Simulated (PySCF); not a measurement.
Silver: a sound run and one with changed settings

Sound run: Ag [Kr] 4d10 5s1, Ag+ [Kr] 4d10. All numbers are calculated (PySCF 2.14, a scalar-relativistic core potential, in def2-TZVP with the def2 core potential (28 electrons) (6s4p3d1f, 40 functions)). In the sound run the correlated levels freeze 4s2 4p6 outside the core potential. The sound run starts from symmetry-adapted Hartree-Fock orbitals and uses a fine grid where one is needed.

Changed run: all electrons correlated in a basis built for the valence shell.

```csv
species,method,sound run (hartree),changed run (hartree),converged
Ag,MP2,-146.40152,-146.57353,yes
Ag+,MP2,-146.14207,-146.30940,yes
```

Ionisation energy of Ag:

| method | sound run (eV) | changed run (eV) |
| --- | --- | --- |
| UHF | 6.359 | 6.359 |
| MP2 | 7.060 | 7.187 |
| SCS-MP2 | 6.945 | 7.039 |

A valence basis has no tight correlating functions, so it recovers only part of the core correlation, and not evenly between atom and ion.

For comparison, NIST gives 7.576 eV between the lowest levels.
